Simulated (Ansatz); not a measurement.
cis-OsCl2(PF3)4 (P4OsCl2F12). Charge 0, multiplicity 1. Geometry PBE-D4/def2-SVP; atoms count from 1.

```
atom   x (Å)   y (Å)   z (Å)
 Cl1   2.484  -0.929   0.879
 Cl2   1.707   0.449  -2.171
  F3  -1.117   2.321  -1.822
  F4  -2.700   0.911  -0.651
  F5  -1.653   0.114  -2.685
  F6  -1.501   0.745   2.397
  F7  -0.131  -1.169   2.969
  F8  -2.038  -1.453   1.503
  F9   0.374   3.283   0.508
 F10   2.641   2.450   0.247
 F11   1.408   2.006   2.298
 F12  -0.956  -2.606  -1.883
 F13   0.114  -3.350   0.168
 F14   1.462  -2.788  -1.779
Os15   0.439  -0.050  -0.132
 P16  -1.243   0.815  -1.313
 P17  -0.770  -0.488   1.680
 P18   1.218   1.945   0.717
 P19   0.261  -2.205  -0.932
```

In the def2 sets Os takes a core potential; there is no spin–orbit coupling. Single mean-field runs in def2-TZVP are fitted with def2-universal-jkfit.

Question: Estimate the Mulliken populations from the PBE0/def2-TZVP orbitals of Ansatz.

Answer: 
| atom | charge (e) | d electrons |
| --- | --- | --- |
| Cl1 | -0.35 | – |
| Cl2 | -0.35 | – |
| F3 | -0.20 | – |
| F4 | -0.21 | – |
| F5 | -0.20 | – |
| F6 | -0.21 | – |
| F7 | -0.19 | – |
| F8 | -0.21 | – |
| F9 | -0.20 | – |
| F10 | -0.17 | – |
| F11 | -0.20 | – |
| F12 | -0.20 | – |
| F13 | -0.20 | – |
| F14 | -0.17 | – |
| Os15 | 0.13 | 6.80 |
| P16 | 0.69 | – |
| P17 | 0.67 | – |
| P18 | 0.78 | – |
| P19 | 0.78 | – |
Mulliken values depend strongly on the basis.

Question: And the Mayer bond orders between heavy atoms (over 0.3)?

Answer: Cl1–Os15 0.72 (2.44 Å); Cl2–Os15 0.73 (2.45 Å); Os15–P16 1.04 (2.23 Å); Os15–P17 1.10 (2.22 Å); Os15–P18 0.82 (2.30 Å); Os15–P19 0.82 (2.31 Å); F3–P16 1.12 (1.59 Å); F4–P16 1.10 (1.60 Å); F5–P16 1.12 (1.59 Å); F6–P17 1.09 (1.60 Å); F7–P17 1.14 (1.59 Å); F8–P17 1.09 (1.60 Å); F9–P18 1.13 (1.60 Å); F10–P18 1.18 (1.58 Å); F11–P18 1.13 (1.59 Å); F12–P19 1.13 (1.60 Å); F13–P19 1.13 (1.59 Å); F14–P19 1.18 (1.58 Å).
